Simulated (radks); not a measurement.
Species: the selenium ion Se3+. Configuration: [Ar] 3d10 4s1.75 4p1 4f0.25 (fractional occupations, a model configuration). All-electron calculation, Dirac Kohn-Sham, HCTH/407, spin-unpolarised, spherical densities, finite nucleus; open shells are shared between the two j in proportion to 2j + 1; Fermi nuclear charge, rms radius 4.14 fm. Program: a radial shooting solver on a logarithmic mesh with Libxc functionals.

Normalised radial functions P(r) = r R(r) (large component), r in bohr:

r          3d3/2   4f7/2
0.003064  0.0000  0.0000
0.004119  0.0001  0.0000
0.005494  0.0001  0.0000
0.007386  0.0003  0.0000
0.009851  0.0006  0.0000
0.01324   0.0014  0.0000
0.01767   0.0030  0.0000
0.02375   0.0067  0.0000
0.03168   0.0145  0.0000
0.04225   0.0303  0.0000
0.0568    0.0628  0.0000
0.07576   0.1223  0.0001
0.1019    0.2294  0.0002
0.1359    0.3953  0.0004
0.1827    0.6335  0.0011
0.2436    0.9041  0.0025
0.3275    1.1497  0.0054
0.4369    1.2607  0.0111
0.5873    1.1761  0.0222
0.7834    0.9233  0.0424
1.053     0.5875  0.0808
1.405     0.2999  0.1463
1.889     0.1105  0.2503
2.519     0.0276  0.3765
3.387     0.0038  0.4960
4.517     0.0003  0.4972
6.073     0.0000  0.3556
8.1       0.0000  0.1508
10.89     0.0000  0.0303
14.52     0.0000  0.0028

3d3/2: eigenvalue -93.891 eV, 0 radial nodes, <r> = 0.619 bohr, 90 % of the charge inside 1.02 bohr. 4f7/2: eigenvalue -10.990 eV, 0 radial nodes, <r> = 4.47 bohr, 90 % of the charge inside 6.55 bohr.
